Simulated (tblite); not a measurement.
Computed with GFN2-xTB (tblite): harmonic, unscaled wavenumbers at the GFN2-xTB geometry, gas phase. Errors from tens to a few hundred cm⁻¹ against measured bands are possible. Modes of hydrogen on silicon can be 10 to 20 % off. One conformer each. Thermal functions are those of the rigid rotor and harmonic oscillator, without mixing of conformers.

Question: Order these by their ideal-gas entropy at 200 K and 1 bar, highest first (J/(mol K)).
A. `COC(=O)c1ocpc1C=O`
B. `p1c([p-]cp1)CC`
C. `C=C/C=C(\C)C(=O)F`
D. `C(#C)[Si@H]1[SiH2][Si@H]([SiH2]1)OC`
E. `C1[C@]2([C@@H]([C@H](CC2)C1)F)F`
F. `C/C=C1/CC[C@@H]1C(F)F`

Answer: D (422.7), A (385.9), F (354.2), C (340.4), B (335.9), E (307.7).

| SMILES | atoms | mass (u) | symmetry number | modes under 300 cm⁻¹ | ZPE (kJ/mol) | S translation (J/(mol K)) | S rotation | S vibration | S | Cp |
| --- | --- | --- | --- | --- | --- | --- | --- | --- | --- | --- |
| C#C[Si@H]1[SiH2][Si@@H](OC)[SiH2]1 | 18 | 173.98 | 1 | 12 | 284.5 | 164.9 | 123.7 | 134.0 | 422.7 | 174.3 |
| COC(=O)c1ocpc1C=O | 16 | 171.99 | 1 | 9 | 268.1 | 164.8 | 123.3 | 97.8 | 385.9 | 128.4 |
| C/C=C1/CC[C@@H]1C(F)F | 19 | 132.08 | 1 | 7 | 402.2 | 161.5 | 117.2 | 75.5 | 354.2 | 110.9 |
| C=C/C=C(\C)C(=O)F | 15 | 114.05 | 1 | 6 | 295.3 | 159.6 | 114.9 | 65.8 | 340.4 | 104.4 |
| CCc1ppc[p-]1 | 13 | 146.97 | 1 | 6 | 236.9 | 162.8 | 116.8 | 56.3 | 335.9 | 96.7 |
| F[C@@H]1[C@H]2CC[C@]1(F)CC2 | 19 | 132.08 | 1 | 4 | 415.2 | 161.5 | 113.7 | 32.6 | 307.7 | 88.7 |

Entropies and Cp are for 200 K and 1 bar.
